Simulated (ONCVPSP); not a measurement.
**tin, ONCV: configuration errors across variants**

```
Element                 : Sn
Generator               : ONCVPSP 4.0.1
Type                    : optimised norm-conserving Vanderbilt (ONCV)
Functional              : PBEsol
Relativity              : scalar-relativistic
Frozen core             : [Ar] 3d10
Valence charge          : 22
Reference configuration : 4s2 4p6 4d10 5s2 5p1 (charge +1)
Partial waves           : 4s+5s: rc 1.50 bohr, ncon 5, nbas 9, qcut 6.2 1/bohr, 2 projectors; 4p+5p: rc 1.50 bohr, ncon 3, nbas 8, qcut 11.4 1/bohr, 2 projectors; 4d: rc 1.25 bohr, ncon 4, nbas 8, qcut 12 1/bohr, local
Local potential         : the d channel
Core correction         : Teter function, fcfact 6, rcfact 1.45
```

All-electron excitation energies from the reference (eV): (1) 4s2 4p6 4d10 5s2 5p2 -6.898; (2) 4s2 4p6 4d10 5s2 5p0 13.972; (3) 4s2 4p6 4d10 5s1 5p0 44.988; (4) 4s2 4p5 4d10 5s2 5p2 90.492.

3 further variants failed, have other tests or another functional or relativity, and are left out.

Errors AE − PS in meV (a dash: test not solved or not reliable):

| change | (1) | (2) | (3) | (4) | bound ghosts | GHOST(+) flags above zero |
| --- | --- | --- | --- | --- | --- | --- |
| base | +1.4 | -3.1 | -13 | -98 | none | none |
| all radii but the core radius scaled by about 1.17 (s 1.76, p 1.76, d 1.46 bohr) | +1.5 | -3.3 | -14 | -101 | none | none |
| core correction Teter function, fcfact 2.6, rcfact 1.45 | +1.4 | -3.1 | -13 | -96 | none | none |

Give the same row for: p: qcut 13.8.

+1.4, -3.1, -12, -60; bound ghosts: none; GHOST(+) flags above zero: none.
